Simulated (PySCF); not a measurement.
A PySCF script (with the pyscf-properties extension) for the NMR shieldings of `InChI=1S/C2H.Al.BH2O.H/c1-2;;1-2;/h1H;;1H2;/q;+1;-1;`, on a GFN2-xTB geometry:

```python
import basis_set_exchange as bse
import numpy as np
from pyscf import gto, dft
from pyscf.prop import nmr

atoms = """
B    -2.395729    0.021325   -0.195734
O    -1.130344   -0.389502   -0.115986
Al    0.450307   -0.906090   -0.013828
C     1.917127    0.350921    0.173666
C     2.832998    1.135300    0.285967
H    -3.023579    0.162884    0.791588
H    -2.870964    0.237090   -1.252213
H     0.600651   -2.421968   -0.084467
H     3.633094    1.816033    0.385828
"""
names = dict.fromkeys(["B", "O", "Al", "C", "H"], "pcSseg-1")
basis = {el: gto.basis.parse(bse.get_basis(n, elements=[el], fmt="nwchem")) for el, n in names.items()}
mol = gto.M(atom=atoms, basis=basis, charge=0, verbose=0)
mf = dft.RKS(mol, xc="PBE0")
mf.grids.level = 2
mf.grids.alignment = dft.numint.BLKSIZE   # the property module wants whole blocks of grid points
mf.conv_tol = 1e-9
mf.kernel()

calc = nmr.RKS(mf)   # GIAO
C = mf.mo_coeff
Co = C[:, mf.mo_occ > 0]
resp = mf.gen_response(singlet=True, hermi=2)
def vind(x):   # induced exchange potential for any number of trial vectors
    d = np.einsum("pi,xij,qj->xpq", C, 2 * x.reshape(-1, C.shape[1], Co.shape[1]), Co, optimize=True)
    return np.einsum("xpq,pi,qj->xij", resp(d - d.transpose(0, 2, 1)), C, Co, optimize=True).ravel()
mo1, _ = nmr.rhf.solve_mo1(calc, with_cphf=vind)
sigma = calc.kernel(mo1)
for i, s in enumerate(sigma):   # ppm
    print("%2d %-2s %9.2f" % (i, mol.atom_pure_symbol(i), np.trace(s) / 3))
```

**Question.** What does it print?

**Answer.** 
```
 0 B      51.49
 1 O      82.63
 2 Al    423.40
 3 C      92.54
 4 C      82.97
 5 H      26.07
 6 H      26.07
 7 H      27.47
 8 H      29.98
```

These numbers come from an equivalent density-fitted implementation of the same equations, which agrees with the script to about 0.01 ppm for H and up to a few tenths of a ppm for heavy atoms, so last digits may differ.

Size and cost of the density-fitted run: 112 basis functions, 8.2 s wall time on 1 thread of an Arm Neoverse V1, shared host; peak memory 0.47 GiB.
